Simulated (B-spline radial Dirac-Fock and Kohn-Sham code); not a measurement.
Kohn-Sham estimates against Dirac-Fock for the levels of Br

System: atomic bromine in the configuration [Ar] 3d10 4s1 4p6 (not the ground configuration).

The density-functional columns are spherical, spin-unpolarised Dirac-Kohn-Sham results without Breit or QED terms: −ε is minus the orbital energy of the initial state and ΔSCF the difference of two total energies. The reference in the last column comes from Dirac-Fock (average of configuration) total-energy differences with a finite nucleus, the Breit interaction including its frequency dependence, and self-energy and vacuum-polarisation corrections. All numbers are from a radial atomic solver, in eV; a selection of levels is shown. The Kohn-Sham columns are given as differences from the reference. For the 1s level of heavy atoms much of the gap between ΔSCF and the reference is the Breit and QED part, -30.0 eV here; for other levels the error of the functional can be larger.

| level | LDA −ε − DF | LDA ΔSCF − DF | Dirac-Fock |
| --- | --- | --- | --- |
| 1s | -191.1 | +26.2 | 13483.7 |
| 2s | -67.1 | -32.6 | 1798.4 |
| 2p1/2 | -47.0 | -4.3 | 1607.7 |
| 2p3/2 | -47.8 | -6.4 | 1561.0 |
| 3p1/2 | -23.8 | -11.7 | 203.2 |
| 3p3/2 | -23.8 | -11.8 | 196.3 |
| 3d3/2 | -10.5 | +1.3 | 79.62 |
| 3d5/2 | -10.5 | +1.2 | 78.59 |
| 4s | -8.1 | -2.7 | 29.25 |
| 4p1/2 | -2.8 | +1.9 | 11.79 |
| 4p3/2 | -2.8 | +1.9 | 11.27 |

Values without a named source are computed, but for edge energies of neutral atoms, which are taken from tables.
